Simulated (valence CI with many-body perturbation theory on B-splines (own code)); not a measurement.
# E1 line list for Yb57+

Calculated by valence CI with perturbative core correlation (CI+MBPT): three valence electrons over a frozen Dirac-Fock core [Ne], a basis of 11 s, 11 p, 10 d, 8 f, 5 g, 2 h functions for each j, with the one-electron correlation potential Σ1 (screened to all orders), the two-electron term Σ2, the three-electron term Σ3, Breit, model QED; selected single and double excitations, second order for the rest, scaled by the run's own slope (own B-spline code, finite nucleus).

The last digits are not significant, and no measured levels were compared; by estimate large intervals hold to a few tenths of a per cent, small ones and those within an open d or f shell to about a per cent.

Lines 201 to 250 of 589 in falling wavelength, among levels below 2861.2 eV, chosen from the strongest by gf and those to the six lowest levels. Wavelengths and rates use the calculated energies. Electric multipoles are in the length gauge with retardation, E1 and E2 with the static RPA response of the core. Weak lines are less certain than strong ones. Lines between different terms over intervals too small for the method are left out, as are lines whose strength nearly cancels. The highest levels of a list are the least certain.

Levels are named by their leading jj configuration (3d3/2^4 stands for four electrons in 3d with j = 3/2), which in mixed levels can hold well under half, so a name can repeat and another be missing. Letters in brackets count levels of one name in rising energy.

```csv
λ vac (nm),Upper,Lower,A (s⁻¹),S (a.u.) with core polarisation,S without
4.396,(3p3/2 3d3/2 3d5/2) J=3/2 [c],(3p3/2^2 3d3/2) J=1/2,1.82e+11,3.05e-02,3.10e-02
4.396,(3s 3d3/2 3d5/2) J=9/2,(3s 3p3/2 3d3/2) J=7/2,2.76e+11,1.16e-01,1.17e-01
4.389,(3s 3p1/2 3d5/2) J=5/2 [b],(3s 3p1/2 3p3/2) J=5/2,5.93e+10,1.48e-02,1.50e-02
4.388,(3d5/2^3) J=9/2,(3p3/2 3d5/2^2) J=11/2,3.04e+10,1.27e-02,1.29e-02
4.373,(3p3/2 3d3/2 3d5/2) J=5/2 [d],(3p3/2^2 3d3/2) J=7/2,5.67e+10,1.40e-02,1.42e-02
4.373,(3d3/2 3d5/2^2) J=9/2,(3p3/2 3d3/2 3d5/2) J=9/2 [a],1.29e+11,5.34e-02,5.41e-02
4.346,(3d3/2 3d5/2^2) J=5/2 [b],(3p3/2 3d3/2 3d5/2) J=5/2 [b],1.12e+11,2.72e-02,2.76e-02
4.345,(3s 3d5/2^2) J=5/2,(3s 3p3/2 3d5/2) J=5/2 [a],3.27e+11,7.94e-02,8.05e-02
4.314,(3s 3p1/2 3d5/2) J=3/2,(3s 3p1/2 3p3/2) J=5/2,1.96e+10,3.11e-03,3.16e-03
4.313,(3s 3d5/2^2) J=3/2,(3s 3p3/2 3d5/2) J=3/2 [a],1.74e+11,2.75e-02,2.79e-02
4.290,(3d5/2^3) J=3/2,(3p3/2 3d5/2^2) J=5/2 [a],2.06e+11,3.21e-02,3.26e-02
4.271,(3s 3d3/2 3d5/2) J=7/2 [b],(3s 3p3/2 3d3/2) J=7/2,5.45e+10,1.68e-02,1.70e-02
4.237,(3s 3d5/2^2) J=7/2,(3s 3p3/2 3d5/2) J=5/2 [a],4.23e+10,1.27e-02,1.29e-02
4.228,(3s 3d3/2 3d5/2) J=5/2 [b],(3s 3p3/2 3d3/2) J=5/2 [a],7.44e+10,1.67e-02,1.69e-02
4.220,(3s 3p3/2 3d5/2) J=7/2 [b],(3s 3p3/2^2) J=5/2,2.21e+11,6.55e-02,6.65e-02
4.220,(3s 3d5/2^2) J=9/2,(3s 3p3/2 3d5/2) J=9/2,1.49e+11,5.51e-02,5.59e-02
4.169,(3p3/2 3d5/2^2) J=7/2 [b],(3p3/2^2 3d5/2) J=7/2,2.05e+11,5.87e-02,5.95e-02
4.148,(3d5/2^3) J=5/2,(3p3/2 3d5/2^2) J=7/2 [a],8.07e+10,1.70e-02,1.73e-02
4.143,(3s 3p1/2 3d5/2) J=5/2 [b],(3s 3p1/2 3p3/2) J=3/2 [a],6.01e+09,1.26e-03,1.28e-03
4.103,(3p3/2 3d5/2^2) J=3/2 [b],(3p3/2^2 3d5/2) J=1/2,1.39e+11,1.90e-02,1.92e-02
4.077,(3s 3p1/2 3d5/2) J=3/2,(3s 3p1/2 3p3/2) J=3/2 [a],4.61e+10,6.16e-03,6.26e-03
3.534,(3p3/2^2 3d3/2) J=7/2,(3s 3p3/2 3d5/2) J=5/2 [b],6.38e+10,1.11e-02,1.13e-02
3.164,(3p3/2^2 3d5/2) J=7/2,(3s 3p3/2 3d5/2) J=5/2 [b],3.52e+11,4.39e-02,4.46e-02
3.123,(3p3/2 3d3/2 3d5/2) J=9/2 [b],(3s 3d5/2^2) J=9/2,1.01e+11,1.52e-02,1.54e-02
3.081,(3p3/2 3d3/2 3d5/2) J=7/2 [a],(3s 3d3/2 3d5/2) J=7/2 [b],1.15e+11,1.33e-02,1.35e-02
3.066,(3s 3p1/2 3p3/2) J=3/2 [a],(3s^2 3p1/2) J=1/2,6.66e+09,3.79e-04,3.85e-04
3.065,(3p3/2 3d5/2^2) J=5/2 [a],(3s 3d5/2^2) J=3/2,3.46e+11,2.95e-02,3.00e-02
3.043,(3p3/2^2 3d5/2) J=1/2,(3s 3p3/2 3d5/2) J=3/2 [b],6.63e+11,1.85e-02,1.87e-02
3.018,(3p3/2 3d5/2^2) J=5/2 [a],(3s 3d5/2^2) J=7/2,2.97e+11,2.42e-02,2.45e-02
3.016,(3s 3p3/2 3d5/2) J=5/2 [a],(3s^2 3d5/2) J=5/2,2.71e+11,2.20e-02,2.23e-02
3.011,(3p3/2 3d5/2^2) J=7/2 [a],(3s 3d5/2^2) J=7/2,2.03e+11,2.18e-02,2.22e-02
3.009,(3p3/2^2 3d5/2) J=9/2,(3s 3p3/2 3d5/2) J=7/2 [b],1.16e+12,1.56e-01,1.58e-01
3.007,(3p3/2 3d3/2 3d5/2) J=3/2 [a],(3s 3d3/2 3d5/2) J=3/2 [b],2.91e+11,1.56e-02,1.59e-02
3.004,(3p3/2^2 3d3/2) J=1/2,(3s 3p3/2 3d3/2) J=1/2 [b],8.79e+11,2.35e-02,2.39e-02
3.001,(3p3/2^2 3d5/2) J=7/2,(3s 3p3/2 3d5/2) J=7/2 [b],2.49e+11,2.65e-02,2.69e-02
2.992,(3p3/2 3d5/2^2) J=9/2,(3s 3d5/2^2) J=7/2,3.02e+11,4.00e-02,4.06e-02
2.978,(3s 3p3/2^2) J=5/2,(3s^2 3p3/2) J=3/2,4.66e+11,3.65e-02,3.70e-02
2.977,(3p3/2 3d3/2 3d5/2) J=5/2 [b],(3s 3d3/2 3d5/2) J=5/2 [b],4.76e+11,3.71e-02,3.77e-02
2.974,(3p1/2 3p3/2 3d5/2) J=3/2 [a],(3s 3p1/2 3d5/2) J=3/2,5.11e+11,2.65e-02,2.69e-02
2.966,(3p3/2 3d5/2^2) J=5/2 [a],(3s 3d5/2^2) J=5/2,3.79e+11,2.92e-02,2.97e-02
2.960,(3p1/2 3p3/2^2) J=3/2,(3s 3p1/2 3p3/2) J=1/2,7.77e+11,3.98e-02,4.04e-02
2.960,(3p3/2 3d3/2 3d5/2) J=11/2,(3s 3d3/2 3d5/2) J=9/2,1.29e+12,1.97e-01,2.01e-01
2.959,(3p3/2 3d5/2^2) J=7/2 [a],(3s 3d5/2^2) J=5/2,7.31e+11,7.48e-02,7.59e-02
2.957,(3p3/2^2 3d3/2) J=7/2,(3s 3p3/2 3d3/2) J=5/2 [b],1.64e+12,1.68e-01,1.70e-01
2.953,(3s 3p3/2 3d5/2) J=7/2 [a],(3s^2 3d5/2) J=5/2,1.02e+11,1.04e-02,1.05e-02
2.949,(3p3/2 3d5/2^2) J=11/2,(3s 3d5/2^2) J=9/2,9.10e+11,1.38e-01,1.40e-01
2.948,(3p3/2 3d3/2 3d5/2) J=7/2 [b],(3s 3d3/2 3d5/2) J=7/2 [b],5.25e+11,5.31e-02,5.39e-02
2.946,(3p3/2 3d3/2 3d5/2) J=7/2 [b],(3s 3d3/2 3d5/2) J=5/2 [b],5.83e+11,5.88e-02,5.98e-02
2.945,(3p3/2 3d3/2 3d5/2) J=9/2 [a],(3s 3d3/2 3d5/2) J=7/2 [a],8.24e+11,1.04e-01,1.06e-01
2.945,(3p3/2^2 3d3/2) J=3/2 [a],(3s 3p3/2 3d3/2) J=3/2 [b],5.71e+11,2.88e-02,2.92e-02
```
